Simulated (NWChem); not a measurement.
# cyclohexanone (C6H10O); SMILES O=C1CCCCC1

Computed with NWChem. Pople sets run with spherical d functions. Each level has its own optimisation; frequencies are unscaled. Brackets give each atom's bonded neighbours. One conformer.

```csv
level,r C–O (Å),r C–C [C(CCHH)–C(CCO)] (Å),highest harmonic frequency (cm⁻¹),lowest (cm⁻¹),zero-point energy (kcal/mol),dipole (D)
Hartree-Fock/STO-3G,1.219,1.546,3731,125,113.1,2.05
Hartree-Fock/3-21G,1.212,1.515,3285,115,101.8,3.38
Hartree-Fock/6-31G*,1.193,1.517,3284,103,101.8,3.39
B3LYP/6-31G*,1.217,1.525,3119,91,95.2,3.07
"LDA (Slater exchange, VWN5)/def2-SVP",1.213,1.507,3049,93,91.6,3.00
PBE/def2-SVP,1.221,1.528,3054,95,91.9,2.92
BLYP/def2-SVP,1.223,1.538,3028,97,91.5,2.89
PBE0/def2-SVP,1.207,1.516,3147,97,95.0,3.07
```
